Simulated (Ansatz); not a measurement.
Consider the cleavage of the Si–Si bond: `[SiH3][SiH]1BO1` + H₂Se → `[SeH][SiH]1BO1` + SiH₄.

Calculated with Ansatz (gas phase, PBE0-D4/def2-TZVP geometries, no zero-point term in ΔE). CBS: MP2 limit from def2 TZ/QZ plus the TZ coupled-cluster correction, frozen cores. This one scheme is used for every species. DFT in def2-TZVPP. For Se outer-core shells are correlated without core-valence functions, which leaves a few kJ/mol of doubt a bond. Scalar relativity is left out up to krypton. Each species was taken in one conformer, which may not be the lowest.

| species | r2SCAN0 energy (Eh) |
| --- | --- |
| `[SiH3][SiH]1BO1` | -682.00171 |
| H₂Se | -2402.72853 |
| `[SeH][SiH]1BO1` | -2792.90405 |
| SiH₄ | -291.85162 |

(1) Work out ΔE.

(2) What do rigid-rotor, harmonic-oscillator terms from PBE0-D4/def2-TZVP frequencies (298.15 K, 1 bar) make of the CCSD(T)/CBS value? (Estimate.)

Largest T1 diagnostic among the species: 0.017.

Results:

(1) ΔE = (-2792.90405) + (-291.85162) − (-682.00171) − (-2402.72853) = -0.02543 Eh = -16.0 kcal/mol. CCSD(T)/CBS gives -16.3 kcal/mol.

(2) Computed: ΔZPE = +0.8 kcal/mol, ΔH = -15.9 kcal/mol, ΔS = -21 J/(mol·K), ΔG = -14.3 kcal/mol.

From BLYP to BHLYP (50 % exact exchange), in def2-TZVPP and without D4, ΔE moves by −1.8 kcal/mol. Leaving LDA and LC-ωPBE aside and taking each functional with its dispersion term where it has one, the values, not all of them listed here, spread over 3.0 kcal/mol, from ωB97M-V to PBE-D4. At CCSD(T), def2-SVP lies +1.8 kcal/mol from the extrapolated value and def2-TZVPP +0.6 kcal/mol.
